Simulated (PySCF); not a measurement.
A GIAO shielding run with PySCF (density fitting, non-relativistic, gas phase) on `CC[C@](C)(CO)O[SiH3]`, C5H14O2Si:

```
$ OMP_NUM_THREADS=1 python probes_run.py task.json out

{"job": {"kind": "nmr", "xc": "PBE0", "basis": "pcSseg-1"}, "charge": 0, "multiplicity": 1}
C     -2.301371    -0.265510    -0.577230
C     -0.809880    -0.284087    -0.885345
C      0.101793     0.212502     0.247024
C     -0.102582    -0.566649     1.542721
C     -0.092226     1.722788     0.502051
O      0.222014     2.483655    -0.631210
O      1.443445     0.101870    -0.183686
Si     2.427703    -1.135913    -0.506600
H     -2.536851    -0.892751     0.278556
H     -2.646374     0.745393    -0.378455
H     -2.850488    -0.644432    -1.436330
H     -0.614833     0.342953    -1.758310
H     -0.501978    -1.303137    -1.130118
H     -1.047132    -0.297102     2.005512
H     -0.089328    -1.635259     1.342929
H      0.704750    -0.332421     2.232668
H      0.547537     2.013465     1.349056
H     -1.129319     1.944536     0.755493
H      1.075768     2.161935    -0.950953
H      3.615247    -0.379365    -0.875375
H      1.937008    -1.976090    -1.603777
H      2.636689    -1.996999     0.660529
```

Hardware: 1 thread of an Arm Neoverse N1, shared host. The job also computes population analyses, field gradients.

Question: How large is the calculation?

Answer: 74 electrons, 213 basis functions and 1126 auxiliary functions.

Question: How long does it take, and how much memory does it need?

Answer: 99 s of wall time, with 14 SCF cycles and 4 response iterations; peak memory 1 GiB. Times on a shared host scatter by some tens of per cent.
